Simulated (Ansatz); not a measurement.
MoBr3, SMILES [Br][Mo]([Br])[Br] (connectivity only; charge and spin as stated), neutral, multiplicity 4.

Coordinates come from a B3LYP-D3(BJ)/def2-SVP optimisation. The spin state was assumed, not searched. The def2 effective core potentials stand for the cores of Mo; spin–orbit coupling is left out.

Two levels are set side by side: PBE/def2-TZVPD (Ansatz, a first-principles code) and PBE0/def2-TZVPD (Ansatz). Energy differences of separate SCF runs at the same geometry; the states with an electron removed or added have multiplicity 3 and 5. Differences are taken from unrounded values.

```tsv
quantity	PBE0
vertical ionisation energy (eV)	8.98
vertical electron affinity (eV)	2.28
```

Problem. What does PBE give, and how far is it from PBE0? (Estimate from the structure and the level; the computed values follow.)

Solution. 
| quantity | PBE | PBE minus PBE0 |
|---|---|---|
| vertical ionisation energy (eV) | 8.39 | -0.60 |
| vertical electron affinity (eV) | 1.91 | -0.36 |
